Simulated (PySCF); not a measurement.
**Whose spectrum? (heteroacene and heterole-fused PAH)**

All values: TDA PBE0/6-31G*, gas phase, PySCF SCF with an in-house response code, fitting set def2-universal-JFIT up to Ne and JKFIT beyond, grid level 1 (kernel 0), vertical, one conformer each, geometries GFN2-xTB; core orbitals frozen in the response, virtual orbitals above 1.5 Eh left out. The lowest 6 singlets were sought, and the brightest is taken among them. The runs took 1 to 6 CPU minutes each on shared server CPUs.

Some members have dark charge-transfer states, which this functional places too low.

One system has its HOMO at -5.66 eV, its LUMO at -1.38 eV and these singlet states:

```tsv
state	eV	f
S1	3.82	0.372
S2	3.85	0.025
S3	4.34	0.019
S4	4.42	0.043
S5	4.54	0.000
S6	4.70	0.063
```

**Question.** Which is it?
A. c1ccc2c(c1)ccc1ccc3ccc4cccnc4c3c12 (C21H13N)
B. Cc1cc(C)c(B2c3ccccc3-c3c2ccc2ccc4ccccc4c32)c(C)c1 (C29H23B)
C. c1ccc2c(c1)ccc1sc3ccc4ccccc4c3c12 (C20H12S)
D. C1=CB2C=CN3C=Cc4ccc5ccccc5c4C3=C2C=C1 (C20H14BN)

**Answer.** C.

**Question.** How do the candidates compare?

**Answer.** 
| system | HOMO / eV | LUMO / eV | S1 / eV | f(S1) | brightest state sought / eV |
| --- | --- | --- | --- | --- | --- |
| C1=CB2C=CN3C=Cc4ccc5ccccc5c4C3=C2C=C1 | -5.39 | -1.61 | 3.08 | 0.042 | 3.37 |
| Cc1cc(C)c(B2c3ccccc3-c3c2ccc2ccc4ccccc4c32)c(C)c1 | -5.70 | -2.17 | 2.65 | 0.016 | 4.12 |
| c1ccc2c(c1)ccc1ccc3ccc4cccnc4c3c12 | -5.69 | -1.38 | 3.43 | 0.025 | 4.26 |
| c1ccc2c(c1)ccc1sc3ccc4ccccc4c3c12 | -5.66 | -1.38 | 3.82 | 0.372 | 3.82 |
